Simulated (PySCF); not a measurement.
A PySCF script (with the pyscf-properties extension) for the NMR shieldings of SMILES C1=C([C@H](B)CCC)SC=C1, C8H13BS, on a GFN2-xTB geometry:

```python
import basis_set_exchange as bse
import numpy as np
from pyscf import gto, dft
from pyscf.prop import nmr

atoms = """
B     0.579313    1.363934   -1.955124
C    -0.095486    0.104637   -1.297108
C    -1.372191    0.253884   -0.474777
C    -1.652494   -0.977291    0.386118
C    -2.927827   -0.815135    1.203284
C     1.152633    0.020342   -0.470710
C     1.522717    0.774193    0.613466
C     2.793412    0.438473    1.122800
C     3.390070   -0.561706    0.423266
S     2.408093   -1.115161   -0.873080
H     0.367014    2.428675   -1.521493
H     1.312061    1.226597   -2.856200
H    -0.168140   -0.785665   -1.923475
H    -1.302968    1.136364    0.162781
H    -2.206911    0.410595   -1.162065
H    -1.741538   -1.855397   -0.258434
H    -0.809298   -1.145968    1.060535
H    -3.106296   -1.695768    1.815994
H    -2.851909    0.049363    1.859563
H    -3.784757   -0.671713    0.548580
H     0.897908    1.534517    1.045127
H     3.243309    0.921470    1.972001
H     4.348532   -1.012256    0.589031
"""
names = dict.fromkeys(["B", "C", "S", "H"], "pcSseg-1")
basis = {el: gto.basis.parse(bse.get_basis(n, elements=[el], fmt="nwchem")) for el, n in names.items()}
mol = gto.M(atom=atoms, basis=basis, charge=0, verbose=0)
mf = dft.RKS(mol, xc="PBE0")
mf.grids.level = 2
mf.grids.alignment = dft.numint.BLKSIZE   # the property module wants whole blocks of grid points
mf.conv_tol = 1e-9
mf.kernel()

calc = nmr.RKS(mf)   # GIAO
C = mf.mo_coeff
Co = C[:, mf.mo_occ > 0]
resp = mf.gen_response(singlet=True, hermi=2)
def vind(x):   # induced exchange potential for any number of trial vectors
    d = np.einsum("pi,xij,qj->xpq", C, 2 * x.reshape(-1, C.shape[1], Co.shape[1]), Co, optimize=True)
    return np.einsum("xpq,pi,qj->xij", resp(d - d.transpose(0, 2, 1)), C, Co, optimize=True).ravel()
mo1, _ = nmr.rhf.solve_mo1(calc, with_cphf=vind)
sigma = calc.kernel(mo1)
for i, s in enumerate(sigma):   # ppm
    print("%2d %-2s %9.2f" % (i, mol.atom_pure_symbol(i), np.trace(s) / 3))
```

Task: Give the expected output.

Result: 
```
 0 B      63.07
 1 C     137.60
 2 C     145.23
 3 C     160.52
 4 C     170.01
 5 C      52.95
 6 C      46.42
 7 C      55.40
 8 C      44.00
 9 S     227.30
10 H      26.72
11 H      27.04
12 H      28.18
13 H      30.04
14 H      29.74
15 H      30.52
16 H      30.32
17 H      30.51
18 H      30.90
19 H      30.75
20 H      24.59
21 H      24.49
22 H      24.16
```

These numbers come from an equivalent density-fitted implementation of the same equations, which agrees with the script to about 0.01 ppm for H and up to a few tenths of a ppm for heavy atoms, so last digits may differ.

Size and cost of the density-fitted run: 242 basis functions, 3 min wall time (2.6 min CPU) on 1 thread of an Intel Xeon, shared host; peak memory 1.1 GiB.
